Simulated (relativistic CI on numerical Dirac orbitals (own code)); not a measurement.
**Gd⁴⁹⁺: q coefficients and field-shift factors**

Computed by Dirac-Coulomb-Breit CI, KLI orbitals optimised for each configuration, derivatives by finite differences, unscaled Slater integrals, QED left out (own radial code, finite nucleus).

Configuration list (outside the closed core [Ne]): 3s2 3p3, 3s 3p4, 3s2 3p2 3d, 3p5, 3s 3p3 3d, 3p4 3d, 3s2 3p 3d2, 3s2 3d3, 3s 3p 3d3, 3p3 3d2, 3p2 3d3. Double excitations out of closed p, d and f shells are left out; levels of such configurations are missing from the list, as are those of other unlisted configurations, and high levels can miss mixing partners.

With x = (α/α₀)² − 1 an excitation energy changes as ω = ω₀ + qx; K = 2q/ω₀ is the relative enhancement. Terms are leading LS components, so labels can repeat. The field-shift factor is F = δν/δ⟨r²⟩ for the transition from the lowest level.

Lowest level 3s2 3p3 2P°_3/2.

```csv
Level,ω₀ (cm⁻¹),q (cm⁻¹),K,F (GHz/fm²)
3s2 3p3 4S°_3/2,1340466,1.65e+06,2.46,-118
3s2 3p3 2D°_5/2,1423703,1.649e+06,2.32,-120
3s2 3p3 2P°_1/2,1526502,1.656e+06,2.17,-121
3s2 3p2 3d 2D_3/2,1556925,70190,0.0902,-4.05
3s2 3p2 3d 2D_5/2,1962947,462500,0.471,-68.2
3s 3p4 4P_5/2,2515681,1.803e+06,1.43,-2460
3s 3p4 2P_3/2,2712215,1.82e+06,1.34,-1950
3s 3p4 2S_1/2,2729659,1.854e+06,1.36,-2340
3s2 3p3 2P°_3/2,2879765,3.31e+06,2.3,-263
3s2 3p2 3d 4F_5/2,2895830,1.702e+06,1.18,-102
3s2 3p2 3d 4D_1/2,2917481,1.71e+06,1.17,-113
3s2 3p2 3d 4F_3/2,2918906,1.724e+06,1.18,-286
3s2 3p2 3d 2G_7/2,2977410,1.708e+06,1.15,-95.7
3s2 3p2 3d 2D_5/2,3188268,1.736e+06,1.09,-207
3s2 3p2 3d 4D_7/2,3226993,2.037e+06,1.26,-91.2
3s2 3p2 3d 4P_3/2,3249313,1.794e+06,1.1,-622
3s2 3p2 3d 2P_1/2,3252347,1.767e+06,1.09,-406
3s2 3p2 3d 2P_3/2,3298812,2.123e+06,1.29,-356
3s2 3p2 3d 2G_9/2,3313401,2.042e+06,1.23,-91.7
3s2 3p2 3d 2F_5/2,3326580,2.092e+06,1.26,-204
3s2 3p2 3d 2F_7/2,3488249,2.065e+06,1.18,-94.8
3s2 3p2 3d 2D_5/2,3501190,2.033e+06,1.16,-209
3s2 3p2 3d 2D_3/2,3546423,2.069e+06,1.17,-157
```

At this charge energies of transitions that change n are usually good to better than 1 %, and those within a shell (Δn = 0) to a few per cent.
